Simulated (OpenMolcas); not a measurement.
# Au4+: moving or changing the point charges

Au4+ among 6 point charges of -1.5 e arranged as an octahedron (Oh), 1.84 Å from the ion.
```
   1.8400    0.0000    0.0000  -1.50
   0.0000    1.8400    0.0000  -1.50
  -1.8400    0.0000    0.0000  -1.50
   0.0000   -1.8400    0.0000  -1.50
   0.0000    0.0000    1.8400  -1.50
   0.0000    0.0000   -1.8400  -1.50
```

```
Program             : OpenMolcas
Method              : SS-CASPT2, IPEA 0.25 Eh, imaginary shift 0.1 Eh (closed shells correlated: 5s 5p)
Basis               : ANO-RCC-VDZP [7s6p4d2f]
Scalar Hamiltonian  : DKH2, point nucleus
Active space        : 7 electrons in 5 orbitals (5d)
State averaging     : 2S+1 = 4 even, 10 roots; 2S+1 = 2 even, 40 roots
Spin-orbit coupling : RASSI with atomic mean-field integrals over the reference wave functions
```

Runs around this geometry, states (labels of O, the rotations of Oh). Energies in cm-1 above the lowest state or level, χT in cm3 K/mol; under a threefold ground state the first gap can be a small split of the lowest multiplet, not the spin-orbit step; 10Dq and B are least-squares fits to the states below 45000 cm-1, weighted by degeneracy, with a free offset, and given where the rms deviation is under 5 % of |10Dq| (or 100 cm-1) and under 700 cm-1.

```json
{"R (Å)": "1.84", "q (e)": "-0.98", "Ground state": "4T1", "First state of that spin": "4T2 5500", "10Dq": "", "B (rms of fit)": "", "First gap with spin-orbit (degeneracies)": "910 (2, 4)", "χT at 300 K": "3.458", "First state of another spin": "2E 12380"}
{"R (Å)": "1.73", "q (e)": "-1.5", "Ground state": "4T1", "First state of that spin": "4T2 11480", "10Dq": "12188", "B (rms of fit)": "839 (391)", "First gap with spin-orbit (degeneracies)": "820 (2, 4)", "χT at 300 K": "3.227", "First state of another spin": "2E 6710"}
{"R (Å)": "1.84", "q (e)": "-1.5", "Ground state": "4T1", "First state of that spin": "4T2 8200", "10Dq": "9156", "B (rms of fit)": "850 (358)", "First gap with spin-orbit (degeneracies)": "960 (2, 4)", "χT at 300 K": "3.291", "First state of another spin": "2E 9490"}
```

Taking |10Dq| as R^-n, n = -ln(9156 / 12188) / ln(1.84 / 1.73) = 4.6 between the shortest and longest distance. The point-charge formula for a cubic d site gives n = 5.

Scaling the charges by -0.98 / -1.5 = 0.65 scales the first state of the same spin by 5500 / 8200 = 0.67; with fixed orbitals a first-order splitting would follow the charge.

Roots that are degenerate in the reference are averaged as groups; the widest CASPT2 spread within a group is 400 cm-1 (the 3-fold group of multiplicity 2 near 16800 cm-1 above the lowest state of its run, R = 1.73, q = -1.5). Shifts and gaps below about the spread of the groups concerned are not significant. An orbital triplet at a regular site is open to Jahn-Teller coupling, which can distort the site and quench the lowest spin-orbit gaps and is left out. This shell can be high or low spin here, a state of another spin lies low, and with metal d orbitals alone active their balance is uncertain, so the ground spin may be wrong. Point charges give a weaker field than real ligands, and real ions of this kind are as a rule low spin; the high spin found here belongs to the model. Free-ion shares, where given, are those of the reference states; single-state CASPT2 does not remix them. This field is weak: 10Dq is about 5961 cm-1, while octahedral complexes of 5d ions of charge 3 and more, computed by the same method with explicit ligands, had a median near 35000 cm-1. Ground spin and moment need not be those of a real site (figures for R = 1.84, q = -0.98; the like holds for R = 1.73, q = -1.5, R = 1.84, q = -1.5). Point charges carry no covalency, so the field is a model and not that of real ligands. No measured value stands beside these numbers.
